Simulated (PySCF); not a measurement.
Molecular orbitals of SiAs

PBE0 at R = 2.176 Å; basis Si cc-pV(T+d)Z, As cc-pVTZ-PP with ECP10; scalar-relativistic core potentials; PySCF 2.14. State: ²Π (doublet), unpaired electrons π ↑. Only the outer orbitals are listed, counted within each symmetry, core potentials removing the inner ones.

```
spin  orbital  occ.  ε (eV)  on Si (%)            main shells (%)
   α       7σ     1  -17.49         24           73 As s, 18 Si s
   α       8σ     1  -11.67         66  65 Si s, 19 As s, 14 As p
   α       4π     1   -7.54         31           68 As p, 28 Si p
   α       9σ     1   -6.91         54  43 As p, 40 Si p, 13 Si s
   α       4π     1   -6.77         34           65 As p, 31 Si p
   α       5π     0   -2.62         70           70 Si p, 28 As p
   α       5π     0   -2.10         68           67 Si p, 30 As p
   α      10σ     0    1.00         90           92 Si p, 42 As p
   β       7σ     1  -16.65         27           70 As s, 20 Si s
   β       8σ     1  -11.31         65  64 Si s, 21 As s, 13 As p
   β       9σ     1   -6.75         54  43 As p, 42 Si p, 11 Si s
   β       4π     1   -6.52         39           60 As p, 37 Si p
   β       4π     0   -4.48         43           56 As p, 42 Si p
   β       5π     0   -2.03         63           61 Si p, 36 As p
   β       5π     0   -1.61         59           56 Si p, 40 As p
```

Q: Which are the highest filled and the lowest empty level, where do they sit, and how wide is the gap?

A: Highest filled β 4π at -6.52 eV (in %: 60 As p, 37 Si p); lowest empty β 4π at -4.48 eV (in %: 56 As p, 42 Si p); the gap at PBE0 is 2.04 eV. Both belong to one degenerate shell, split only by its one-sided filling, so this is no excitation gap.

```
bond order (Mayer)                               : 2.26
⟨S²⟩                                             : 0.757
charge on Si (Mulliken, basis-dependent)         : 0.05
charge on Si (Löwdin, basis-dependent)           : 0.05
dipole moment (positive dipole means Si(−)As(+)) : -0.52 D
polarisability along the bond                    : 94.4 bohr³
polarisability across the bond                   : 51.1 bohr³
```

Spin–orbit coupling is left out. The state was picked by a PBE0 search and need not be the measured ground state.
